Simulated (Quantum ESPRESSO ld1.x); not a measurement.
Input file for ld1.x (Quantum ESPRESSO 7.5):

```
 &input
    atom='Ti',
    iswitch=1,
    rel=1,
    lsd=1,
    dft='PZ',
    config='[Ar] 3d1 4s1',
    verbosity='high',
    prefix='ld1',
    max_out_wfc=37,
    file_charge='ld1.rho',
 /
```

Command: `OMP_NUM_THREADS=1 ld1.x < ld1.in > ld1.out`

Standard output:

```
     Program LD1 v.7.5 starts

     --------------------------- All-electron run ----------------------------

     scalar relativistic calculation

     atomic number is 22.00
     dft =PZ   lsd =1 sic =0 latt =0  beta=0.20 tr2=1.0E-14
     Exchange-correlation= PZ
                           (   1   1   0   0   0   0   0)
     mesh =1963 r(mesh) =  99.97874 a.u. xmin = -8.00 dx = 0.00800
     1 Ry =  13.60569312 eV, c = 137.03599908

     n l     nl                  e(Ry)          e(Ha)          e(eV)
     1 0     1S 1( 1.00)    -358.593260402    -179.296630201  -4878.9098570
     2 0     2S 1( 1.00)     -41.098213866     -20.549106933   -559.1696858
     2 1     2P 1( 3.00)     -34.365936661     -17.182968331   -467.5723881
     3 0     3S 1( 1.00)      -6.244134092      -3.122067046    -84.9557723
     3 1     3P 1( 3.00)      -4.497825915      -2.248912958    -61.1960391
     3 2     3D 1( 1.00)      -1.880931143      -0.940465572    -25.5913719
     4 0     4S 1( 1.00)      -1.455607468      -0.727803734    -19.8045485
     1 0     1S 2( 1.00)    -358.588700390    -179.294350195  -4878.8478149
     2 0     2S 2( 1.00)     -41.066776714     -20.533388357   -558.7419615
     2 1     2P 2( 3.00)     -34.340527788     -17.170263894   -467.2266828
     3 0     3S 2( 1.00)      -6.162437139      -3.081218569    -83.8442286
     3 1     3P 2( 3.00)      -4.415376734      -2.207688367    -60.0742609
     3 2     3D 2( 0.00)      -1.790437238      -0.895218619    -24.3601396
     4 0     4S 2( 0.00)      -1.336969117      -0.668484558    -18.1903915

     final scf error:  9.3E-15 reached in  28 iterations

     Etot =   -1701.607630 Ry,    -850.803815 Ha,  -23151.551223 eV
     Total magnetization:    2.00 Bohr mag.

     Ekin =    1715.105450 Ry,     857.552725 Ha,   23335.198426 eV
     Encl =   -4017.030612 Ry,   -2008.515306 Ha,  -54654.485772 eV
     Eh   =     679.166891 Ry,     339.583446 Ha,    9240.536298 eV
     Exc  =     -78.849359 Ry,     -39.424679 Ha,   -1072.800176 eV

     normalization and overlap integrals

     s(1S/1S) =  1.000000  <r> =   0.0697  <r2> =    0.0065  r(max) =   0.0458
     s(1S/2S) = -0.002179
     s(1S/3S) = -0.000798
     s(1S/4S) = -0.000294
     s(2S/2S) =  1.000000  <r> =   0.3260  <r2> =    0.1257  r(max) =   0.2706
     s(2S/3S) = -0.000441
     s(2S/4S) = -0.000159
     s(2P/2P) =  1.000000  <r> =   0.2905  <r2> =    0.1041  r(max) =   0.2198
     s(2P/3P) = -0.000347
     s(3S/3S) =  1.000000  <r> =   0.9969  <r2> =    1.1451  r(max) =   0.8633
     s(3S/4S) = -0.000090
     s(3P/3P) =  1.000000  <r> =   1.0638  <r2> =    1.3290  r(max) =   0.8913
     s(3D/3D) =  1.000000  <r> =   1.3131  <r2> =    2.1655  r(max) =   0.9277
     s(4S/4S) =  1.000000  <r> =   2.7648  <r2> =    8.6109  r(max) =   2.4817
     s(1S/1S) =  1.000000  <r> =   0.0697  <r2> =    0.0065  r(max) =   0.0458
     s(1S/2S) = -0.002180
     s(1S/3S) = -0.000797
     s(1S/4S) = -0.000291
     s(2S/2S) =  1.000000  <r> =   0.3258  <r2> =    0.1255  r(max) =   0.2685
     s(2S/3S) = -0.000441
     s(2S/4S) = -0.000157
     s(2P/2P) =  1.000000  <r> =   0.2903  <r2> =    0.1040  r(max) =   0.2198
     s(2P/3P) = -0.000348
     s(3S/3S) =  1.000000  <r> =   0.9965  <r2> =    1.1437  r(max) =   0.8633
     s(3S/4S) = -0.000089
     s(3P/3P) =  1.000000  <r> =   1.0624  <r2> =    1.3242  r(max) =   0.8913
     s(3D/3D) =  1.000000  <r> =   1.3016  <r2> =    2.1243  r(max) =   0.9277
     s(4S/4S) =  1.000000  <r> =   2.8049  <r2> =    8.9022  r(max) =   2.4817

     ------------------------ End of All-electron run ------------------------
```

Run on one thread of a shared host, so times are rough (Intel(R) Xeon(R) Processor @ 2.60GHz): 0.62 s of CPU time, 1.4 s wall, 28 iterations on 1963 mesh points.
